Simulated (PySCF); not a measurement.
**Excitation energy of Cu²⁺ by level of theory**

Cu²⁺ [Ar] 3d9 (2D) → Cu²⁺ [Ar] 3d8 4s1 (4F), as a difference of total energies. Computed with PySCF 2.14 in aug-cc-pVTZ-PP with ECP10MDF, with scalar relativity through the core potential. Correlated levels: valence: 3s2 3p6 frozen. The calculations carry no spin-orbit coupling.

```csv
method,excitation energy (eV)
UHF,5.770
LDA,7.649
PBE,7.134
PBE0,7.057
r2SCAN,6.326
HSE06,6.995
r2SCANh,6.376
PBEsol,7.348
PW91,7.117
MP2 (valence),7.770
SCS-MP2 (valence),7.734
```

Q: How much does correlation contribute at MP2 (valence)?

A: 7.770 − (5.770) = 2.000 eV, measured against UHF.
